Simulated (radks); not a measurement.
Q: Coulomb parameter of the 4f shell of the thulium ion Tm+ in the model configuration [Xe] 4f12.5 6s1.5, as a second difference U = [E(n + 0.5) + E(n - 0.5) - 2 E(n)] / (0.5)^2 with all orbitals relaxed. "Bare": the charge of the atom changes with n. "Screened": the 6s shell takes up the change at fixed total charge, which measures U(4f,4f) + U(6s,6s) - 2 U(4f,6s). Calculated with a radial shooting solver on a logarithmic mesh with Libxc functionals: scalar-relativistic Kohn-Sham, r2SCAN, spin-unpolarised, spherical densities, finite nucleus; meta-GGA in the generalised Kohn-Sham scheme; Fermi nuclear charge, rms radius 5.2256 fm. Estimate both.

A: U(bare) = 16.349 eV, U(screened by 6s) = 7.053 eV, against the Slater integral F0(4f,4f) = 33.119 eV with frozen orbitals.
